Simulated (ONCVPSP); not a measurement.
# Before and after: ONCV potential for Cs

Cs, optimised norm-conserving Vanderbilt (ONCV), made with ONCVPSP 4.0.1 (PBE, fully relativistic). Core [Kr] 4d10, reference 5s2 5p6 6s1. Waves: 5s+6s: rc 3.10 bohr, ncon 4, nbas 8, qcut 3.9 1/bohr, 2 projectors; 5p: rc 3.45 bohr, ncon 4, nbas 8, qcut 3.5 1/bohr, 2 projectors, debl 1.1 Ha; d scattering state at 0.25 Ha: rc 3.60 bohr, ncon 5, nbas 9, qcut 2.4 1/bohr, 3 projectors, debl 1.7 Ha. Local part: polynomial inside 2.60 bohr (lpopt 5, dvloc0 0 Ha). Core correction: Teter function, fcfact 2, rcfact 1.75.

Open shells are filled in proportion to 2j + 1.

In the d channel the program set the typed energies aside and used 0.050, 1.750, 3.450 Ha (j = l + 1/2; the other j can differ).

All-electron outer shells of the reference configuration (PBE, scalar-relativistic, ld1.x):

```
shell  level (eV)  outermost node (bohr)  outermost maximum (bohr)
   5s      -26.73                   0.82                      1.54
   5p      -13.52                   0.89                      1.79
   6s       -2.09                   2.11                      4.80
```

Change: s: qcut 5.8.

Cutoffs: the cutoffs (Ha) at which the residual kinetic energy of the hardest occupied pseudo-wave falls to 1 and 0.1 mHa per electron; they do not see the model core or the augmentation charge, which bear on the density cutoff. Errors are all-electron minus pseudo energies relative to the spin-unpolarised reference configuration.

**Question.** Predict the effect on cutoff, ghosts and configuration errors.

**Answer.** The potential gets harder (4.2 Ha and 5.7 Ha → 8.5 Ha and 11 Ha); of the 4 tests that both files solve, the error grows in 0 and shrinks in 1 by more than 15 % and 0.3 meV (median size 1.9 → 1.7 meV); neither file shows a bound ghost. The waves are optimised to have the least kinetic energy above qcut, so the cutoff follows it (qcut²/2 in Ha).

| quantity | base | changed |
| --- | --- | --- |
| cutoff, loose | 4.2 Ha | 8.5 Ha |
| cutoff, tight | 5.7 Ha | 11 Ha |
| loose cutoff by channel | s 4.2 Ha, p 4.1 Ha | s 8.5 Ha, p 4.1 Ha |
| bound ghosts | none | none |
| GHOST(+) flags under 300 eV | none | none |
| error for 5s2 5p6 6s0, meV [ΔE 3.86 eV] | -2.3 | -2.0 |
| error for 5s2 5p6 6s0.5, meV [ΔE 1.47 eV] | -0.3 | -0.3 |
| error for 5s2 5p6 6s0 6p1, meV [ΔE 1.37 eV] | -1.5 | -1.3 |
| error for 5s1 5p6 6s1, meV [ΔE 31.65 eV] | -186 | -39 |
| s: phases at 3.14 bohr within 0.05 rad from the reference energy up to (Ha; the scan ends near 5) | 2.3 | 2.4 |
| p3/2: phases at 3.50 bohr within 0.05 rad from the reference energy up to (Ha; the scan ends near 5) | 2.3 | 2.3 |
| p1/2: phases at 3.50 bohr within 0.05 rad from the reference energy up to (Ha; the scan ends near 5) | 2.5 | 2.5 |
| d5/2: phases at 3.65 bohr within 0.05 rad from the reference energy up to (Ha; the scan ends near 5) | to the end of the scan | to the end of the scan |
| d3/2: phases at 3.65 bohr within 0.05 rad from the reference energy up to (Ha; the scan ends near 5) | to the end of the scan | to the end of the scan |
| rms error of d²Exc/dni dnj with the model core, mHa | 1.68 | 1.68 |

Base: These tests converged, but a pseudo level misses the all-electron one widely, so the file describes the atom poorly there or has found another state: 5s2 5p6 6s0 6p1: empty 6s by 2.9 eV. Changed file: These tests converged, but a pseudo level misses the all-electron one widely, so the file describes the atom poorly there or has found another state: 5s2 5p6 6s0 6p1: empty 6s by 2.9 eV.
